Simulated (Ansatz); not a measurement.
## Nudged elastic band run: CH2AsN

input.yaml

```yaml
crystal:
  periodic: [false, false, false]
  atoms:
    - { symbol: C, position_ang: [-0.03073, -0.713343, 0.264599] }
    - { symbol: "N", position_ang: [-1.114923, -0.127208, 0.386796] }
    - { symbol: As, position_ang: [0.007898, 0.61639, -1.160567] }
    - { symbol: H, position_ang: [0.472, -1.543412, 0.781683] }
    - { symbol: H, position_ang: [0.715656, 1.693973, -0.313912] }
magnetization:
  spin_polarized: true
basis:
  gaussian: { orbitals: def2-SVP }
hamiltonian:
  xc: b3lyp
  dispersion: d4
neb:
  order_check: false
  images: 5
  f_tol: 0.05
  max_iterations: 60
  initial_path: linear
  final_atoms:
    - { symbol: C, position_ang: [0.44147703, -1.05588274, -0.57643497] }
    - { symbol: "N", position_ang: [-0.22904167, -0.60240257, 0.38967253] }
    - { symbol: As, position_ang: [-0.46605601, 0.87871117, -0.85015263] }
    - { symbol: H, position_ang: [-0.46427523, -0.93525215, 1.32898673] }
    - { symbol: H, position_ang: [0.76779687, 1.64122629, -0.33347266] }
```

Command:

```bash
$ ansatz run input.yaml --threads 2 --pin off --max-ram 3072MiB --backend cpu --events-out ev --progress --plain --runs-dir out
```

Output, in part (warnings, iteration lines, the closing report on the highest movable image, with atoms numbered from 0):

```
NEB end point (image 0): max|allowed force component| = 1.187e-2 eV/Å (the criterion of neb.relax_end_points is 1.000e-2)
NEB end point (image 6): max|allowed force component| = 1.489e-2 eV/Å (the criterion of neb.relax_end_points is 1.000e-2)
NEB iter   1: max|band force component| = 1.025e1 eV/Å  barrier→ = 4.0477 eV  barrier← = 3.0383 eV  Δτ_max = 0.0700 Å  (216 SCF iters)
NEB iter   2: max|band force component| = 2.377e0 eV/Å  barrier→ = 3.0579 eV  barrier← = 2.0485 eV  Δτ_max = 0.1186 Å  (174 SCF iters)
NEB iter   3: max|band force component| = 7.116e-1 eV/Å  barrier→ = 2.8553 eV  barrier← = 1.8459 eV  Δτ_max = 0.1973 Å  (176 SCF iters)
NEB iter   4: max|band force component| = 6.551e-1 eV/Å  barrier→ = 2.8165 eV  barrier← = 1.8071 eV  Δτ_max = 0.0714 Å  (180 SCF iters)
NEB iter   5: max|band force component| = 4.956e-1 eV/Å  barrier→ = 2.8003 eV  barrier← = 1.7909 eV  CI = image 3  Δτ_max = 0.0211 Å  (180 SCF iters)
NEB iter   6: max|band force component| = 1.616e-1 eV/Å  barrier→ = 2.8050 eV  barrier← = 1.7956 eV  CI = image 3  Δτ_max = 0.0113 Å  (182 SCF iters)
NEB iter   7: max|band force component| = 8.343e-2 eV/Å  barrier→ = 2.8044 eV  barrier← = 1.7950 eV  CI = image 3  Δτ_max = 0.0028 Å  (156 SCF iters)
NEB iter   8: max|band force component| = 9.062e-3 eV/Å  barrier→ = 2.8043 eV  barrier← = 1.7949 eV  CI = image 3  Δτ_max = 0.0000 Å  (342 SCF iters)
Total energy: -63387.86752721 eV, -2329.4611657851 hartree
Atom 0 at     0.290062    -0.984606    -0.350215 Å, force    -0.004702    -0.001392     0.008645 eV/Å
Atom 1 at    -0.734258    -0.643883     0.332489 Å, force     0.004387     0.000800    -0.009659 eV/Å
Atom 2 at    -0.335052     0.905129    -0.979627 Å, force    -0.003480    -0.001294     0.002792 eV/Å
Atom 3 at     0.295141    -1.020988     0.925766 Å, force     0.001781     0.001031    -0.002131 eV/Å
Atom 4 at     0.534009     1.670748     0.030185 Å, force     0.002014     0.000855     0.000353 eV/Å
Dipole moment:     0.106308     0.164841     0.169724 e Å
```

It converged. Neighbouring images differ by up to 1.3 eV, so the band resolves the path poorly. Another band between the same ends (5 images) ends at a top of the same energy, where a vibrational analysis finds 1 clearly imaginary mode. The orbitals stay closed-shell, which can raise the energy where a bond breaks towards radicals; this wasn't checked here.

Final band (atoms are numbered from 1 in the order of the input):

```
image  path coordinate (Å)  energy (eV)  C1–H4 (Å)  N2–H4 (Å)
    0                 0.00         0.00       1.10       2.16
    1                 0.40         0.38       1.09       2.00
    2                 0.80         1.69       1.12       1.65
    3                 1.19         2.80       1.28       1.25
    4                 1.57         2.09       1.64       1.05
    5                 1.96         1.28       1.96       1.02
    6                 2.34         1.01       2.11       1.02
```

The run took 65 s on 2 threads of Arm Neoverse V2 (shared host), peak memory 0.18 GiB.
